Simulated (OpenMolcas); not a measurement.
An OpenMolcas run meant for Tl+ (ANO-R1, X2C; inactive shells 1s 2s 2p 3s 3p 3d 4s 4p 4d 4f 5s 5p 5d; intended active space 2 electrons in 4 orbitals (6s 6p)). One step of its input:

```
&CASPT2
Multistate=3 1 2 3
Frozen=15 19
IPEA=0.25
Shift=5.0
MaxIter=60
WThr=0.0 0.3 0.05
PrWF=0.5
NoMix
```

The run finished. Its levels beside those of a sound run (SS-CASPT2, IPEA 0.25 Eh, imaginary shift 0.1 Eh (closed shells correlated: 5d)), in eV above each run's lowest level:

| Level | This run | Usual run |
| --- | --- | --- |
| 6s² ¹S₀ | 0.0000 | 0.0000 |
| 6s 6p ³P°₀ | 6.1889 | 6.4019 |
| 6s 6p ³P°₁ | 6.5583 | 6.7622 |
| 6s 6p ³P°₂ | 7.5045 | 7.7175 |
| 6s 6p ¹P°₁ | 9.6452 | 9.5054 |

**Question.** Which setting is unsound, and how much does it matter here?

**Answer.** The level shift is far above the usual 0.1 to 0.3 hartree and damps the second-order energy. Against the sound run the excited levels shown move by 1600 cm-1 on average and by 1700 cm-1 at most.

Spin-orbit splittings of 6p shells tend to come out small when the coupling is added on scalar orbitals. Levels of configurations outside the active space are missing.

° marks odd parity.
